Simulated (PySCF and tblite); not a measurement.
The numbers below are computed, except where a source is named.
## Dynamics report: rotation

System: C4H4N2O, numbered as in [O:1]=[CH:2][c:3]1[cH:4][n:5][cH:6][nH:7]1.

Motion: rotation about the C3–C2 bond (torsion C4–C3–C2–O1 from -180° to 0°, rising). Level: PBE0/pcSseg-1 + D3(BJ) on GFN2-xTB stationary points, with GFN2-xTB thermal terms. Rate constants are transition-state-theory values, counting equivalent paths, without tunnelling. Programs: tblite and PySCF.

```
 point  symmetry  E(GFN2) kcal/mol  E(DFT) kcal/mol  ZPE change kcal/mol  lowest mode cm⁻¹  dipole D
 start        Cs               0.0              0.0                 0.00               132      1.17
saddle        C1              10.6             15.2                -0.54              199i      3.45
   end        Cs               2.3              4.1                -0.16               140      4.77
```

```json
{
  "Electronic barrier": "15.2 kcal/mol",
  "Barrier with zero-point energy": "14.7 kcal/mol",
  "ΔH‡ (298 K)": "14.4 kcal/mol",
  "ΔS‡ (298 K, symmetry apart)": "-1.9 cal/(mol K)",
  "Paths": "2 equivalent paths",
  "End point": "a different minimum",
  "Mean lifetime of the start against this motion at 298 K": "7.4 ms",
  "Cost": "35 s on 1 thread of Arm Neoverse V2, on a host shared with other jobs (rough), peak memory 0.73 GiB, launched as `OMP_NUM_THREADS=1 python ens_run.py task.json out`"
}
```

| T/K | ΔG‡ kcal/mol | k s⁻¹ | ΔG kcal/mol | k back s⁻¹ |
| --- | --- | --- | --- | --- |
| 150 | 14.8 | 2.1×10⁻⁹ | 3.9 | 0.00097 |
| 200 | 14.8 | 0.00056 | 3.9 | 9.9 |
| 250 | 14.9 | 1 | 3.9 | 2560 |
| 298 | 14.9 | 136 | 3.9 | 9.3×10⁴ |
| 350 | 15.1 | 5840 | 3.9 | 1.5×10⁶ |
| 400 | 15.2 | 8.8×10⁴ | 3.8 | 1.1×10⁷ |
| 500 | 15.4 | 3.9×10⁶ | 3.8 | 1.8×10⁸ |

ΔG and ΔG‡ leave out symmetry numbers and mirror images; rates count paths: 2 out, 2 back.
